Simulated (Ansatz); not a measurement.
A structure relaxed at PBE0-D4/def2-TZVP, charge 0, multiplicity 1:

Cartesian coordinates in Å:
```
Se 1.9307 1.3342 -0.8590
B 0.4756 0.2717 -0.1213
O 0.6062 -0.4063 1.0443
Ga -1.1221 -1.0602 0.9529
S -1.2134 0.0760 -0.9177
H 1.1797 1.7681 -2.0415
H -1.8567 -1.9834 1.9423
```

(1) Give its formula and SMILES.

(2) Point group (tolerance 0.08 Å, 0.16 Å for H)?

(3) Summarise the bond lengths by kind.

Results:

(1) BGaH2OSSe, `[SeH]B1[O][GaH][S]1`.

(2) Cs.

(3) 1 × B–Se 1.947 Å; 1 × H–Se 1.466 Å; 1 × B–O 1.355 Å; 1 × B–S 1.878 Å; 1 × Ga–O 1.850 Å; 1 × Ga–S 2.191 Å; 1 × Ga–H 1.540 Å.

Results of the Gaussian-basis code of Ansatz.
